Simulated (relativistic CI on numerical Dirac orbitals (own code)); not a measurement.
Method of calculation: Dirac-Coulomb-Breit CI, orbitals from a KLI potential per configuration, model QED (radiative potential, 1s self-energy scaled to tabulated hydrogen-like ionisation energies), unscaled Slater integrals (own radial code, finite nucleus).

CI space (outside the closed core 1s2): 2s, 2p, 3s, 3p, 3d, 4s, 4p, 4d, 4f, 5s, 5p, 5d, 5f, 5g, 6s, 6p, 6d. Levels of other configurations are missing.

At this charge energies of transitions that change n are usually good to better than 1 %, and those within a shell (Δn = 0) to a few per cent.

Outline of the computed level scheme of Cr XXII. Lowest level of each configuration: 2s ²S1/2 at 0.00 eV; 2p ²P°1/2 at 44.47 eV; 3s ²S1/2 at 967.27 eV; 3p ²P°1/2 at 979.61 eV; 3d ²D3/2 at 987.54 eV; 4s ²S1/2 at 1300.08 eV; 4p ²P°1/2 at 1305.17 eV; 4d ²D3/2 at 1308.48 eV; 4f ²F°5/2 at 1309.02 eV.

Some strong electric-dipole decays among the lowest 15 levels: 3d ²D5/2 → 2p ²P°3/2 (1.5e+13 s⁻¹); 3d ²D3/2 → 2p ²P°1/2 (1.3e+13 s⁻¹); 3p ²P°1/2 → 2s ²S1/2 (5.3e+12 s⁻¹); 3p ²P°3/2 → 2s ²S1/2 (5.1e+12 s⁻¹); 4d ²D5/2 → 2p ²P°3/2 (5.0e+12 s⁻¹); 4d ²D3/2 → 2p ²P°1/2 (4.2e+12 s⁻¹); 4f ²F°7/2 → 3d ²D5/2 (3.2e+12 s⁻¹); 4f ²F°5/2 → 3d ²D3/2 (3.0e+12 s⁻¹).
